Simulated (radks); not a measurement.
Gd2+, configuration [Xe] 4f7 5d1.

Method: Dirac Kohn-Sham, PBEsol, spin-unpolarised, spherical densities, finite nucleus; open shells are shared between the two j in proportion to 2j + 1; Fermi nuclear charge, rms radius 5.1569 fm; computed with a radial shooting solver on a logarithmic mesh with Libxc functionals.

Energy parts (eV):
total: -306799.94
kinetic: 334478.42
electron-nucleus: -752880.07
Hartree: 118284.43
exchange-correlation: -6682.72

Orbitals (lengths in bohr, moments of r in powers of bohr; r(90%) holds 90 % of the orbital's charge):
\begin{tabular}{lrrrrrr}
orbital & occ. & eigenvalue (eV) & <1/r> & <r> & <r^4> & r(90%) \\ \hline
1s1/2 & 2 & -50035.37 & 71.62 & 0.02191 & 1.143e-06 & 0.0396 \\
2s1/2 & 2 & -8269.468 & 17.09 & 0.09278 & 0.0001811 & 0.144 \\
2p1/2 & 2 & -7854.463 & 17.07 & 0.07747 & 0.0001120 & 0.128 \\
2p3/2 & 4 & -7159.066 & 15.08 & 0.08431 & 0.0001470 & 0.137 \\
3s1/2 & 2 & -1843.743 & 6.227 & 0.2441 & 0.007041 & 0.359 \\
3p1/2 & 2 & -1663.651 & 6.144 & 0.2337 & 0.006399 & 0.351 \\
3p3/2 & 4 & -1521.029 & 5.641 & 0.2468 & 0.007846 & 0.369 \\
3d3/2 & 4 & -1209.501 & 5.520 & 0.2188 & 0.005679 & 0.342 \\
3d5/2 & 6 & -1178.416 & 5.395 & 0.2229 & 0.006049 & 0.347 \\
4s1/2 & 2 & -382.1157 & 2.605 & 0.5529 & 0.1735 & 0.795 \\
4p1/2 & 2 & -311.9928 & 2.499 & 0.5648 & 0.1974 & 0.822 \\
4p3/2 & 4 & -280.1830 & 2.328 & 0.5944 & 0.2419 & 0.865 \\
4d3/2 & 4 & -164.5510 & 2.110 & 0.6301 & 0.3458 & 0.947 \\
4d5/2 & 6 & -158.7994 & 2.068 & 0.6406 & 0.3694 & 0.963 \\
5s1/2 & 2 & -63.4416 & 1.002 & 1.332 & 5.879 & 1.92 \\
5p1/2 & 2 & -44.0848 & 0.8864 & 1.488 & 9.685 & 2.18 \\
5p3/2 & 4 & -39.6808 & 0.8263 & 1.580 & 12.33 & 2.31 \\
4f5/2 & 3 & -22.8957 & 1.535 & 0.8547 & 2.490 & 1.46 \\
4f7/2 & 4 & -22.1375 & 1.516 & 0.8668 & 2.673 & 1.49 \\
5d3/2 & 0.4 & -15.3503 & 0.5531 & 2.327 & 69.81 & 3.58 \\
5d5/2 & 0.6 & -14.9848 & 0.5410 & 2.375 & 75.54 & 3.66 \\
\end{tabular}

The highest occupied level is 5d5/2 at -14.985 eV. Summed over all electrons, <r^2> = 42.52 bohr^2, which gives a Langevin (diamagnetic) susceptibility term of -33.7 x 10^-6 cm^3/mol. The density falls to 0.001 e/bohr^3 at r = 3.69 bohr. For comparison, the ionisation energy in NIST's Atomic Spectra Database is 20.54 eV (semi-empirical). In exact Kohn-Sham theory the highest level is minus the ionisation energy, but local and semilocal functionals leave it too shallow, through self-interaction and a potential that decays too fast; potentials with the right tail come closer.

Beside tabulated values, note that spin-unpolarised runs miss the spin-polarisation part of the exchange energy of open shells.
